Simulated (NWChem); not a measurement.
System: C$_{3}$H$_{5}$ClSi; SMILES Cl[SiH2]CC#C

Input file for NWChem:

```
start job
memory heap 200 mb stack 900 mb global 1100 mb
geometry units angstroms noautoz
  C      1.066979    -2.611082    -0.289996
  C      0.165502    -1.909736     0.113739
  C     -0.896815    -1.032264     0.564835
  Si    -0.885026     0.649264    -0.298796
  Cl     0.865271     1.654170     0.147053
  H      1.865611    -3.238629    -0.639673
  H     -1.887048    -1.485539     0.375546
  H     -0.831600    -0.860492     1.653309
  H     -2.030549     1.459340     0.205689
  H     -0.973880     0.476329    -1.773924
end
basis spherical
  * library def2-tzvp
end
dft
  xc b3lyp
  iterations 150
  semidirect filesize 400000000
  mulliken
end
task dft energy
```

Geometry: optimised at PBE0/def2-SVP.

Q: Give the results of this calculation. (B3LYP/def2-TZVP.) Quantities: energy (Ha); highest occupied level (eV); orbital gap (eV); dipole (D).

A: 
```yaml
energy (Ha): -867.11
highest occupied level (eV): -7.37
orbital gap (eV): 7.36
dipole (D): 1.60
```
